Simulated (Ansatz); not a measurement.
SnH2MeI (CH5ISn), 8 atoms. Hardware: 4 threads of Arm Neoverse V2 on a shared host.

In the def2 sets I, Sn take a core potential; there is no spin–orbit coupling. Correlated methods freeze 9 core orbitals; core or outer-core shells of Sn, I are correlated, in sets that lack core-valence functions.

**Question.** How many basis functions does each of these Ansatz runs have, and roughly what does it cost? PBE0-D4/def2-SVP, charge 0 singlet, energy, from earlier orbitals; PBE-D4/def2-TZVP, charge 0 triplet at the geometry of the charge 0 singlet, energy, from earlier orbitals; BHLYP-D4/def2-TZVP, charge 0 singlet, energy, from earlier orbitals; CCSD(T)/def2-TZVPP, charge 0 singlet, energy, from earlier orbitals; PBE-D4/def2-TZVP, charge 0 singlet, energy, from earlier orbitals; PBE0-D4/def2-SVP, charge -1 doublet at the geometry of the charge 0 singlet, energy with a search over starts; PBE0-D4/def2-SVP, charge 0 singlet, relaxation, 5 steps; r2SCAN-D4/def2-TZVPD, charge -1 doublet at the geometry of the charge 0 singlet, energy, from earlier orbitals; r2SCAN-D4/def2-TZVP, charge 0 triplet at the geometry of the charge 0 singlet, energy, from earlier orbitals; PBE0-D4/def2-TZVP, charge 0 triplet at the geometry of the charge 0 singlet, energy; PBE0-D4/def2-TZVPD, charge -1 doublet at the geometry of the charge 0 singlet, energy, from earlier orbitals; r2SCANh-D4/def2-TZVP, charge 0 singlet, energy, from earlier orbitals.

**Answer.** Other jobs shared the machine, so times can vary by a factor of up to 3. A dash marks memory too small to be measured apart from the calling script's.

```json
{"run": "PBE0-D4/def2-SVP, charge 0 singlet, energy, from earlier orbitals", "functions": "91", "fitting or Cholesky vectors": "1081", "wall time": "1.1 s", "peak host memory (GiB)": "–"}
{"run": "PBE-D4/def2-TZVP, charge 0 singlet, energy, from earlier orbitals", "functions": "161", "fitting or Cholesky vectors": "1155", "wall time": "1.3 s", "peak host memory (GiB)": "–"}
{"run": "BHLYP-D4/def2-TZVP, charge 0 singlet, energy, from earlier orbitals", "functions": "161", "fitting or Cholesky vectors": "1391", "wall time": "1.9 s", "peak host memory (GiB)": "–"}
{"run": "PBE0-D4/def2-SVP, charge -1 doublet at the geometry of the charge 0 singlet, energy with a search over starts", "functions": "91", "fitting or Cholesky vectors": "1081", "wall time": "2.7 s", "peak host memory (GiB)": "–"}
{"run": "r2SCANh-D4/def2-TZVP, charge 0 singlet, energy, from earlier orbitals", "functions": "161", "fitting or Cholesky vectors": "1170", "wall time": "3.2 s", "peak host memory (GiB)": "–"}
{"run": "PBE-D4/def2-TZVP, charge 0 triplet at the geometry of the charge 0 singlet, energy, from earlier orbitals", "functions": "161", "fitting or Cholesky vectors": "1155", "wall time": "6.5 s", "peak host memory (GiB)": "–"}
{"run": "PBE0-D4/def2-TZVPD, charge -1 doublet at the geometry of the charge 0 singlet, energy, from earlier orbitals", "functions": "197", "fitting or Cholesky vectors": "1376", "wall time": "8 s", "peak host memory (GiB)": "0.67"}
{"run": "PBE0-D4/def2-SVP, charge 0 singlet, relaxation, 5 steps", "functions": "91", "fitting or Cholesky vectors": "1181", "wall time": "9 s", "peak host memory (GiB)": "–"}
{"run": "r2SCAN-D4/def2-TZVPD, charge -1 doublet at the geometry of the charge 0 singlet, energy, from earlier orbitals", "functions": "197", "fitting or Cholesky vectors": "1247", "wall time": "9.5 s", "peak host memory (GiB)": "–"}
{"run": "PBE0-D4/def2-TZVP, charge 0 triplet at the geometry of the charge 0 singlet, energy", "functions": "161", "fitting or Cholesky vectors": "1279", "wall time": "15 s", "peak host memory (GiB)": "0.69"}
{"run": "r2SCAN-D4/def2-TZVP, charge 0 triplet at the geometry of the charge 0 singlet, energy, from earlier orbitals", "functions": "161", "fitting or Cholesky vectors": "1155", "wall time": "16 s", "peak host memory (GiB)": "–"}
{"run": "CCSD(T)/def2-TZVPP, charge 0 singlet, energy, from earlier orbitals", "functions": "201", "fitting or Cholesky vectors": "1509", "wall time": "2 min", "peak host memory (GiB)": "3.1"}
```
